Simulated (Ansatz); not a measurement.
`P[SiH2][SeH]` + `O[AsH2]` → `PO[AsH2]` + `[SiH3][SeH]` at 600 K and 1 bar (cleavage of the P–Si bond).

Gas-phase electronic energies from Ansatz, PBE0-D4/def2-TZVP geometries. CBS: MP2 limit from def2 TZ/QZ plus the TZ coupled-cluster correction, frozen cores. For As, Se outer-core shells are correlated without core-valence functions, which leaves a few kJ/mol of doubt a bond. Scalar relativity is left out up to krypton. One conformer a species, not always the lowest.

| species | CCSD(T)/CBS energy (Eh) | H − E (kJ/mol) | S (J/(mol·K)) |
| --- | --- | --- | --- |
| `P[SiH2][SeH]` | -3033.74999 | 166.9 | 418.9 |
| `O[AsH2]` | -2311.97217 | 108.4 | 309.7 |
| `PO[AsH2]` | -2653.50583 | 144.2 | 395.6 |
| `[SiH3][SeH]` | -2692.20088 | 124.0 | 341.5 |

H − E and S are ideal-gas, rigid-rotor, harmonic terms from PBE0-D4/def2-TZVP, for one conformer and one mirror image of each species. 1 Eh = 2625.50 kJ/mol, R = 8.31446 J/(mol·K).

Task: By hand: ΔE, ΔH, ΔS and ΔG.

Result: ΔE = (-2653.50583) + (-2692.20088) − (-3033.74999) − (-2311.97217) = 0.01545 Eh = 40.6 kJ/mol. Δ(H − E) = 144.2 + 124.0 − 166.9 − 108.4 = -7.1, so ΔH = 33.5 kJ/mol. ΔS = 395.6 + 341.5 − 418.9 − 309.7 = 8.5 J/(mol·K). ΔG = 33.5 − 600 × (8.5)/1000 = 28.4 kJ/mol.

Task: By hand: the equilibrium constant, and the temperature at which ΔG would vanish if ΔH and ΔS stayed fixed.

Result: log₁₀ K = −ΔG/(RT ln 10) = -2.5. ΔG = 0 at ΔH/ΔS = 3941 K, far beyond where these terms or the molecules hold.

The number of gas molecules stays the same, so ΔS is small and ΔH decides. A doubt of 5 kJ/mol in ΔE shifts log₁₀ K by 0.4 here. Other conformers and mirror images would add mixing entropy, several J/(mol·K) or more a flexible species. Modes under 60 cm⁻¹, often nearly free rotors, make the harmonic entropy too high. These are equilibria of isolated gas molecules and say nothing of rates. Largest T1 diagnostic: 0.013 (customary marks: 0.02 for closed shells, 0.045 for open ones).
